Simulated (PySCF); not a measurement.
B(F)(H)(SH) (BFH2S), SMILES FBS. Geometry optimised at B3LYP-D3(BJ)/def2-TZVP. One conformer was computed; it need not be the lowest.

Calculation: PySCF 2.14.0 with B3LYP-D3(BJ)/def2-TZVP.

Harmonic wavenumbers (cm⁻¹): 346, 428, 736, 839, 886, 1100, 1303, 2657, 2687. Rotational constants (GHz): 52.58, 5.403, 4.899; symmetry number 1.

**Question.** Work out the zero-point energy and the ideal-gas rigid-rotor harmonic-oscillator thermochemistry at 298.15 K and 1 atm.

**Answer.** ZPE = ½ Σ hcν = ½ × 10981 cm⁻¹ = 15.70 kcal/mol. H − E(el) = 18.64 kcal/mol. Entropy in cal/(mol K): translation 38.38, rotation 22.96, vibration 2.73, total 64.08. G − E(el) = -0.47 kcal/mol. Cp = 13.24 cal/(mol K).
